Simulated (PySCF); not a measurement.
Species: C4H12OSi.
Atom-mapped SMILES: `[CH3:1][SiH2:2][O:3][CH:4]([CH3:5])[CH3:6]` (hydrogens: H7, H8, H9 on C1; H10, H11 on Si2; H12 on C4; H13, H14, H15 on C5; H16, H17, H18 on C6)

Method used: PBE0-D3(BJ)/def2-SVP geometry optimisation, gas phase in PySCF.

**Question.** What internal coordinates does the optimisation give?

**Answer.** 
| bond | length (pm) |
| --- | --- |
| C1–Si2 | 186.3 |
| Si2–O3 | 166.7 |
| O3–C4 | 141.5 |
| C4–C5, C4–C6 | 151.8 |
| C1–H7, C1–H8, C1–H9 | 110.1 |
| Si2–H10, Si2–H11 | 150.0 |
| C4–H12 | 111.0 |
| C5–H13 and 5 like bonds | 110.1 |

Bonds in one row agree within 1 pm and their mean is given. A selection of angles:
| angle | degrees |
| --- | --- |
| Si2–C1–H7 | 110.6 |
| H7–C1–H8 | 108.4 |
| C1–Si2–O3 | 107.2 |
| C1–Si2–H10 | 110.3 |
| C1–Si2–H11 | 111.5 |
| O3–Si2–H10 | 111.3 |
| O3–Si2–H11 | 109.2 |
| H10–Si2–H11 | 107.3 |
| Si2–O3–C4 | 125.4 |
| O3–C4–C5 | 110.3 |
| O3–C4–C6 | 107.7 |
| O3–C4–H12 | 109.3 |
| C5–C4–C6 | 112.5 |
| C5–C4–H12 | 108.5 |
| C6–C4–H12 | 108.3 |
| C4–C5–H13 | 109.9 |
| C4–C5–H14 | 111.1 |
| H13–C5–H14 | 108.5 |
| H13–C5–H15 | 108.1 |

Torsions: C1–Si2–O3–C4 -172° (antiperiplanar); Si2–O3–C4–C5 -85° (synclinal). The mirror-image conformer, all signs reversed, is as good.

Of the pairs four or more bonds apart, Si2···H15 is among the closest relative to their van der Waals radii: 3.20 Å, 97 % of the sum of Bondi's values. Si2 (oxygen-bound silicon) is tetrahedral (angles from 107.2° to 111.5°).

Point group: C1 (no symmetry element, even within 0.4 Å). Not checked by PBE0-D3(BJ)/def2-SVP frequencies. One conformer, not necessarily the lowest.
